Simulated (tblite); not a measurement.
Compound: C₃H₁₁ClN₂Si₂.
Structure used (GFN2-xTB), in Å, numbered top down from 1:
```
atom  x, y, z in Å
C1     0.5994   -1.1506    1.8341
N2     0.0620   -0.4072    0.7266
C3    -1.3187   -0.0090    0.9019
Si4   -1.9094    0.8803   -0.6824
Cl5   -2.5687    2.7436   -0.2399
C6    -0.3246    0.8834   -1.7043
Si7    0.8035   -0.3672   -0.8264
N8     2.4414    0.1628   -0.8676
H9     0.0600   -2.0940    1.9874
H10    1.6451   -1.3799    1.6426
H11    0.5299   -0.5670    2.7583
H12   -1.9398   -0.8926    1.1086
H13   -1.3946    0.6302    1.7915
H14   -3.0200    0.1511   -1.3012
H15    0.1392    1.8660   -1.7324
H16   -0.4885    0.5914   -2.7361
H17    0.8398   -1.6691   -1.5081
H18    2.6671    1.1036   -0.5883
H19    3.1671   -0.4667   -0.5717
```

Level: GFN2-xTB in tblite, geometry and Hessian alike; calculated harmonic values, unscaled, isolated species. This tight-binding method is rough: wavenumbers can miss measured ones by several per cent, in bad cases by 10 to 20. Modes of hydrogen on silicon can be 10 to 20 % off. One conformer, not necessarily the lowest.

Harmonic wavenumbers (cm⁻¹): 26.0, 63.5, 131.1, 140.1, 155.0, 182.8, 193.3, 210.2, 244.2, 294.7, 316.5, 381.4, 475.6, 498.9, 599.8, 622.9, 632.7, 650.9, 674.6, 704.4, 760.5, 764.0, 798.9, 809.9, 821.5, 909.9, 979.4, 1043.8, 1106.2, 1110.3, 1178.7, 1191.5, 1208.2, 1333.1, 1420.7, 1462.3, 1485.7, 1495.9, 1508.5, 1522.2, 2197.3, 2226.4, 2840.0, 2883.8, 2891.2, 2931.7, 3013.1, 3025.3, 3038.3, 3480.0, 3521.9.

A = 2024, B = 741.5, C = 617.7 MHz; mass 166.015 u (most abundant isotopes); point group C1, symmetry number 1.

Zero-point energy?

Half the sum of the wavenumbers: 31079 cm⁻¹ = 371.79 kJ/mol.

Entropy at 200 K, 1 bar (ideal gas, RRHO, classical rotation)?

Translation 164.31, rotation 121.50, vibration 100.74: S = 386.6 J/(mol K).

And Cp and H(200 K) − H(0)?

Cp = 139.86 J/(mol K), of which vibrations give 106.60 (their classical limit is 51 R = 424.0); H(200 K) − H(0) = 17.49 kJ/mol without the zero-point energy, 10.84 from vibrations.

Blend soft modes into free rotors: weight 1/[1 + (100 cm⁻¹/ν̃)⁴] for the oscillator and the rest for a rotor with moment μB/(μ + B), μ = h/(8π²ν), B = 10⁻⁴⁴ kg m². What vibrational entropy results?

92.61 J/(mol K) in place of 100.74, which changes −T·S at 200 K by +1.63 kJ/mol.

What must be added to the electronic energy to get the Gibbs energy at 200 K and 1 bar?

ZPE + [H(200 K) − H(0)] − T·S = 371.79 + 17.49 − 77.31 = 311.97 kJ/mol.

How do the functions run with temperature in this model?

```csv
T (K),S (J/(mol K)),Cp (J/(mol K)),H − H(0) (kJ/mol),G − H(0) (kJ/mol),ln q(vib)
150,350.0,115.6,11.10,-41.39,3.96
250,420.3,163.6,25.08,-80.00,7.22
298.15,451.0,185.3,33.49,-100.98,8.76
400,511.4,225.9,54.50,-150.04,11.97
600,614.8,284.4,105.94,-262.96,17.94
900,741.6,339.7,200.26,-467.15,26.04
```

q(vib) and H(0) count from the zero-point level.

Hindered rotation and anharmonicity are outside this model. Other conformers, if any are populated, would add a mixing term that is left out. The structure is chiral; the term R ln 2 for an equal mix with its mirror image is left out.

Hardware: an Arm Neoverse V1 with one thread, shared host with 32 logical CPUs at a one-minute load of 29. Cost: 1.0 s of wall time. The figure is for the frequency step alone.
